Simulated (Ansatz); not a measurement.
CH5NSn can be A, `[CH2]1[NH][SnH2]1`, or B, `[CH3][Sn][NH2]`.

Calculated with Ansatz (gas phase, PBE0-D4/def2-TZVP geometries, no zero-point term in ΔE). CCSD(T)/CBS is the MP2 limit (def2-TZVPP, def2-QZVPP) plus CCSD(T) − MP2 in def2-TZVPP, frozen cores. Functionals use def2-TZVPP. B3LYP here is the variant with VWN-RPA as its local correlation; programs differ in this. Elements past krypton have def2 core potentials. For Sn outer-core shells are correlated without core-valence functions, which leaves a few kJ/mol of doubt a bond. Each species was taken in one conformer, which may not be the lowest.

A:

Z-matrix (Å, degrees):
```
C
Sn 1 2.543
N 1 1.294 2 76.8
H 1 1.090 2 95.8 3 117.7
H 1 1.093 2 105.5 3 -122.8
H 2 1.749 1 103.4 3 -49.1
H 2 1.758 1 95.6 3 49.4
H 3 1.020 1 111.4 2 -94.8
```

B:

```xyz
8

C     1.188    0.160    0.609
Sn   -0.459    1.420   -0.104
N    -1.516   -0.163   -0.764
H     0.801   -0.650    1.233
H     1.918    0.731    1.185
H     1.700   -0.287   -0.249
H    -2.413   -0.087   -1.217
H    -1.219   -1.125   -0.694
```

**Question.** Which isomer does CCSD(T)/CBS put lower? Give the gap. (Estimate.)

**Answer.** The calculation gave: B, by 222.9 kJ/mol.

**Question.** Give E(B) − E(A) in kJ/mol with B3LYP-D4, PBE0-D4, CCSD(T)/def2-TZVPP, HF/def2-TZVPP, ωB97M-V, r2SCAN-D4, BLYP-D4. (Best estimate.)

**Answer.** Computed: B3LYP-D4 -211.2, PBE0-D4 -214.8, CCSD(T)/def2-TZVPP -215.1, HF/def2-TZVPP -215.7, ωB97M-V -216.7, r2SCAN-D4 -209.6, BLYP-D4 -201.4. None reverses the order clearly.

**Question.** Does the order hold for the free energy at 298.15 K (harmonic terms from PBE0-D4)? (Best estimate.)

**Answer.** Computed: Yes: G(B) − G(A) = -210.1 kJ/mol, for one conformer each. Modes under 60 cm⁻¹, often nearly free rotors, make the harmonic entropy too high.

Largest T1 diagnostic: 0.016.

From PBE to PBE0 (25 % exact exchange), in def2-TZVPP and without D4, E(B) − E(A) moves by −10.8 kJ/mol. At CCSD(T), def2-SVP lies +29.0 kJ/mol from the extrapolated value and def2-TZVPP +7.7 kJ/mol.
